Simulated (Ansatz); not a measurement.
`[OH][Ti]([F])([Cl])[Cl]`, relaxed with RKS PBE-D4/def2-SVP in Ansatz 0.2.0 from a rough embedded geometry. The force threshold is 0.03 eV/Å; the program also tests the step.

The species carries charge 0 and has multiplicity 1.

Start:

```xyz
6

O     1.329   -0.047   -0.977
Ti   -0.173    0.125    0.285
F     0.104   -0.965    1.874
Cl   -2.122   -0.491   -0.771
Cl   -0.381    2.380    0.894
H     1.244   -1.001   -1.305
```

(1) By how much does the energy fall, and how many steps does the optimiser take? (An estimate is asked.)

(2) Which bonds change most? (Best estimate.)

(3) Give the relaxed structure. (An estimate is asked.)

Results:

(1) The calculation gave: 28.32 kcal/mol, in 10 steps, 1 of them rejected.

(2) Ansatz gave: O1–Ti2 from 1.970 to 1.761 Å; Ti2–F3 from 1.946 to 1.743 Å; Ti2–Cl5 from 2.345 to 2.198 Å; Ti2–Cl4 from 2.301 to 2.199 Å.

(3) Ansatz gave: 
```xyz
6

O     0.977   -0.180   -0.975
Ti   -0.266    0.111    0.238
F     0.063   -0.897    1.621
Cl   -2.232   -0.433   -0.582
Cl   -0.229    2.226    0.835
H     1.687   -0.826   -1.139
```
